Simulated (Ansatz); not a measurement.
Start from `CC1BB1` and change one atom or group to get `CC1BB1F`.

Ansatz, PBE0-D4/def2-TZVP geometries, multiplicity 1. 

```tsv
property	`CC1BB1`
ideal-gas entropy at 298 K and 1 bar (rigid rotor, harmonic PBE0-D4/def2-TZVP) / J/(mol·K)	275
HOMO energy (PBE/def2-TZVPP) / eV	-5.68
HOMO–LUMO gap (B3LYP/def2-TZVPP) / eV	5.59
HOMO–LUMO gap (PBE0/def2-TZVPP) / eV	6.01
HOMO energy (B3LYP/def2-TZVPP) / eV	-6.59
LUMO energy (B3LYP/def2-TZVPP) / eV	-0.99
```

Problem. What does the change do to each property? (Estimate.)

Solution. Ansatz gave: 
```json
{"property": "ideal-gas entropy at 298 K and 1 bar (rigid rotor, harmonic PBE0-D4/def2-TZVP) / J/(mol·K)", "`CC1BB1F`": "329", "shift": "54"}
{"property": "HOMO energy (PBE/def2-TZVPP) / eV", "`CC1BB1F`": "-6.49", "shift": "-0.81"}
{"property": "HOMO–LUMO gap (B3LYP/def2-TZVPP) / eV", "`CC1BB1F`": "6.65", "shift": "1.06"}
{"property": "HOMO–LUMO gap (PBE0/def2-TZVPP) / eV", "`CC1BB1F`": "7.12", "shift": "1.11"}
{"property": "HOMO energy (B3LYP/def2-TZVPP) / eV", "`CC1BB1F`": "-7.31", "shift": "-0.72"}
{"property": "LUMO energy (B3LYP/def2-TZVPP) / eV", "`CC1BB1F`": "-0.66", "shift": "0.33"}
```

With PBE0 the HOMO falls by 0.77 eV and the LUMO rises by 0.33 eV, so the gap widens by about 1.10 eV. PBE moves the HOMO by -0.81 eV and ωB97M-V by -0.73 eV. Modes under 60 cm⁻¹, often nearly free rotors, make the harmonic entropy too high.

B3LYP here is the variant with VWN-RPA as its local correlation; programs differ in this.
